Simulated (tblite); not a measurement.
CH₇GeNOSi.
Structure used (GFN2-xTB), in Å, numbered top down from 1:
```xyz
12
CH7GeNOSi angstrom
O      0.8172    1.5628    1.5143
C     -0.1833    1.2001    0.9271
N     -0.1504    0.1573    0.0987
Si    -1.5000   -0.4399   -0.8314
Ge     1.6278   -0.4731    0.1230
H     -1.1515    1.7061    1.0489
H     -1.7106   -1.8356   -0.4456
H     -1.1432   -0.3140   -2.2458
H     -2.6313    0.4121   -0.4714
H      2.5159    0.5876   -0.4262
H      1.9618   -0.9209    1.5024
H      1.5489   -1.6430   -0.8200
```

All values are computed: GFN2-xTB (tblite) harmonic vibrations without scaling, gas phase. This tight-binding method is rough: wavenumbers can miss measured ones by several per cent, in bad cases by 10 to 20. Modes of hydrogen on germanium and silicon can be 10 to 20 % off. One conformer, not necessarily the lowest.

Harmonic wavenumbers (cm⁻¹): 67.6, 136.3, 153.3, 203.5, 255.4, 305.2, 412.7, 520.2, 563.6, 569.0, 598.8, 621.9, 739.1, 751.9, 764.9, 794.0, 804.7, 835.7, 939.8, 987.0, 1296.2, 1377.2, 1689.7, 1965.3, 2067.8, 2109.1, 2250.0, 2257.7, 2276.8, 2842.3.

A = 3492, B = 1868, C = 1254 MHz; mass 150.951 u (most abundant isotopes); point group Cs, symmetry number 1.

Q: Zero-point energy?

A: ½Σν̃ = 15578 cm⁻¹ = 186.36 kJ/mol.

Q: Give the ideal-gas entropy at 298.15 K and 1 bar in the rigid-rotor, harmonic-oscillator model (classical rotation).

A: Translation 171.43, rotation 117.43, vibration 83.38: S = 372.2 J/(mol K).

Q: And Cp and H(298.15 K) − H(0)?

A: Cp = 130.32 J/(mol K), of which vibrations give 97.06 (their classical limit is 30 R = 249.4); H(298.15 K) − H(0) = 23.94 kJ/mol without the zero-point energy, 14.02 from vibrations.

Q: How do the functions run with temperature in this model?

A: 
```csv
T (K),S (J/(mol K)),Cp (J/(mol K)),H − H(0) (kJ/mol),G − H(0) (kJ/mol),ln q(vib)
100,272.2,63.6,4.60,-22.63,0.84
200,326.8,98.3,12.67,-52.69,2.54
300,373.0,130.9,24.18,-87.73,4.41
500,451.4,176.0,55.24,-170.45,8.19
800,543.7,216.2,114.63,-320.32,13.47
1000,593.8,232.9,159.64,-434.20,16.64
```

q(vib) and H(0) count from the zero-point level.

Q: Which modes carry the vibrational entropy at 298.15 K?

A: 67.6 cm⁻¹: 17.67; 136.3 cm⁻¹: 11.95; 153.3 cm⁻¹: 11.01; 203.5 cm⁻¹: 8.79; 255.4 cm⁻¹: 7.08; 305.2 cm⁻¹: 5.81 J/(mol K); the other 24 give 21.07 together.

Hindered rotation and anharmonicity are outside this model. Other conformers, if any are populated, would add a mixing term that is left out.

The run took 0.24 s on Arm Neoverse V2, one thread, no GPU, shared host with 96 logical CPUs at a one-minute load of 43. This covers the Hessian and the dipole derivatives.
